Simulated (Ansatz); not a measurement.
Reaction (formal exchange of groups at the Si–Te bond): `C[SiH2][Te][SiH3]` + `OBO` → `C[SiH2]B(O)O` + `[SiH3][TeH]`

Calculated with Ansatz (gas phase, PBE0-D4/def2-TZVP geometries, no zero-point term in ΔE). CCSD(T)/CBS adds triple-zeta CCSD(T) − MP2 to the extrapolated MP2 energy (def2 sets, frozen cores). This one scheme is used for every species. DFT in def2-TZVPP. def2 core potentials past Kr. For Te outer-core shells are correlated without core-valence functions, which leaves a few kJ/mol of doubt a bond. One conformer a species, not always the lowest.

```json
{"level": "PBE-D4", "ΔE (kJ/mol)": "94.7", "difference from CCSD(T)/CBS": "-11.6"}
{"level": "r2SCAN-D4", "ΔE (kJ/mol)": "98.8", "difference from CCSD(T)/CBS": "-7.5"}
{"level": "B2PLYP", "ΔE (kJ/mol)": "101.0", "difference from CCSD(T)/CBS": "-5.3"}
{"level": "PBE0", "ΔE (kJ/mol)": "96.5", "difference from CCSD(T)/CBS": "-9.8"}
{"level": "CCSD/def2-TZVPP", "ΔE (kJ/mol)": "98.7", "difference from CCSD(T)/CBS": "-7.6"}
{"level": "CCSD(T)/def2-TZVPP", "ΔE (kJ/mol)": "99.1", "difference from CCSD(T)/CBS": "-7.2"}
{"level": "MP2/def2-QZVPP", "ΔE (kJ/mol)": "119.1", "difference from CCSD(T)/CBS": "12.8"}
{"level": "SCS-MP2/def2-QZVPP", "ΔE (kJ/mol)": "112.5", "difference from CCSD(T)/CBS": "6.2"}
{"level": "HF/CBS(def2)", "ΔE (kJ/mol)": "106.2", "difference from CCSD(T)/CBS": "-0.1"}
{"level": "MP2/CBS(def2)", "ΔE (kJ/mol)": "122.1", "difference from CCSD(T)/CBS": "15.8"}
{"level": "CCSD(T)/CBS", "ΔE (kJ/mol)": "106.3", "difference from CCSD(T)/CBS": "0"}
```

Largest T1 diagnostic among the species: 0.013.

From PBE to PBE0 (25 % exact exchange), in def2-TZVPP and without D4, ΔE moves by +6.3 kJ/mol. The D4 term adds +7.5 kJ/mol with B3LYP and +4.2 kJ/mol with PBE0; it sums over pairs of atoms, weighted by their polarisabilities, and B3LYP, whose exchange is more repulsive, gets the larger term.

B3LYP here is the variant with VWN-RPA as its local correlation; programs differ in this.
